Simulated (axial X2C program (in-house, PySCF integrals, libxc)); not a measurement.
**GeB⁺ along the bond: PBE0, with spin–orbit coupling**

Computed with an in-house relativistic program for diatomic molecules. Two-component (2c) means X2C with spin–orbit coupling and atomic mean-field two-electron Coulomb and Gaunt terms. Basis: Ge dyall-cv3z [9s9p7d4f1g], B dyall-v3z [7s6p2d1f] (cores contracted in-house); Gaussian nuclei, density fitting, unrestricted open shells. Masses: Ge 73.921 u, B 11.009 u.

State: Ω = 2 (⟨Sz⟩ = 1.00, ⟨Lz⟩ = 1.00 at PBE0). Dipoles are positive if B is the positive end and refer to the centre of mass.

| R (Å) | μ (D) | HOMO (eV) | LUMO (eV) |
| --- | --- | --- | --- |
| 1.903 | 1.710 | -13.43 | -11.55 |
| 1.990 | 1.693 | -13.25 | -11.28 |
| 2.056 | 1.696 | -13.03 | -11.10 |
| 2.121 | 1.718 | -12.82 | -10.93 |
| 2.187 | 1.760 | -12.63 | -10.78 |
| 2.264 | 1.838 | -12.43 | -10.62 |
| 2.340 | 1.947 | -12.25 | -10.47 |
| 2.438 | 2.132 | -12.05 | -10.30 |
| 2.559 | 2.413 | -11.85 | -10.11 |
| 2.734 | 2.885 | -11.60 | -9.87 |

(1) The minimum lies at 2.177 Å. What is the dipole moment there?

The state is a single determinant with fixed occupations, the lowest that a limited PBE0 search found. Density functionals use the spin component along the axis (collinear). PBE0 can misorder states that lie within some tenths of an eV, so this need not be the ground state of the molecule. The nearest other spin-free determinant of the search, M_S = 0, Λ = 1, lies 0.19 eV up at the distance of the search. Without a current term, density functionals place determinants with orbital angular momentum somewhat too high. With several unpaired electrons one determinant need not be a pure state. A state of lower Ω lies just above, and one determinant can place such states too high, so the state shown need not be the lowest. The search has Ω = 1 only 0.11 eV up. Open-shell Ω = 0 determinants with evenly filled partner blocks cannot be reached by this program, so the Ω shown need not be the lowest component.

Answers

(1) At PBE0, 2c, with the sign and origin stated: μ = 1.75 D.
